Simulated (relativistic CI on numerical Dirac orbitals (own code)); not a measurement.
d3 in a ligand field

Computed with a parametric ligand-field model of a d^n configuration (Racah B and C, spin-orbit zeta, crystal field), exact diagonalisation.

Field parameters in Wybourne normalisation: Oh B⁴₀ = 21Dq, B⁴₄ = √(5/14) B⁴₀; Td as Oh with Dq negative (B⁴₀ = 21Dq, B⁴₄ = √(5/14) B⁴₀). The field is a parameter set, without covalency.

A d3 ion in Oh symmetry has the ground term 4A2 and bands at 2E 9347 cm⁻¹ (1070 nm), 2T1 9869 cm⁻¹ (1013 nm), 4T2 10000 cm⁻¹ (1000 nm), 2T2 13894 cm⁻¹ (720 nm), 4T1 14858 cm⁻¹ (673 nm), 4T1 23092 cm⁻¹ (433 nm). Which parameters reproduce them?

B = 530, C = 1860, ζ = 0 cm⁻¹, Oh, 10Dq = 10000 cm⁻¹.

Ground term and bands for B = 300, C = 1260, ζ = 0 cm⁻¹, Td, 10Dq = -10900 cm⁻¹?

Ground term 2E with 2.98 electrons in the two orbitals of the cubic e set. Spin-allowed: 2T1 9980 cm⁻¹ (1002 nm), 2T2 10268 cm⁻¹ (974 nm), 2T1 12046 cm⁻¹ (830 nm), 2T2 16776 cm⁻¹ (596 nm). Lowest spin-forbidden: 4T1 4803 cm⁻¹ (2082 nm), 4T2 15037 cm⁻¹ (665 nm), 4T1 18871 cm⁻¹ (530 nm).

Ground term and bands for B = 760, C = 2840, ζ = 0 cm⁻¹, Td, 10Dq = -2450 cm⁻¹?

Ground term 4T1 with 1.86 electrons in the two orbitals of the cubic e set. Spin-allowed: 4T2 2034 cm⁻¹, 4A2 4484 cm⁻¹ (2230 nm), 4T1 13018 cm⁻¹ (768 nm). Lowest spin-forbidden: 2E 11008 cm⁻¹ (908 nm), 2T2 12321 cm⁻¹ (812 nm), 2T1 12473 cm⁻¹ (802 nm).

Ground term and bands for B = 630, C = 3200, ζ = 0 cm⁻¹, Oh, 10Dq = 7000 cm⁻¹?

Ground term 4A2 with 0.00 electrons in the two orbitals of the cubic e set. Spin-allowed: 4T2 7000 cm⁻¹ (1429 nm), 4T1 11387 cm⁻¹ (878 nm), 4T1 19063 cm⁻¹ (525 nm). Lowest spin-forbidden: 2E 13889 cm⁻¹ (720 nm), 2T1 14442 cm⁻¹ (692 nm), 2T2 18801 cm⁻¹ (532 nm). With an A2 ground term the first spin-allowed band lies at |10Dq| itself.

Ground term and bands for B = 410, C = 1660, ζ = 0 cm⁻¹, Oh, 10Dq = 27250 cm⁻¹?

Ground term 4A2 with 0.00 electrons in the two orbitals of the cubic e set. Spin-allowed: 4T2 27250 cm⁻¹ (367 nm), 4T1 31916 cm⁻¹ (313 nm), 4T1 55984 cm⁻¹ (179 nm). Lowest spin-forbidden: 2E 8288 cm⁻¹ (1207 nm), 2T1 8538 cm⁻¹ (1171 nm), 2T2 13421 cm⁻¹ (745 nm). With an A2 ground term the first spin-allowed band lies at |10Dq| itself.
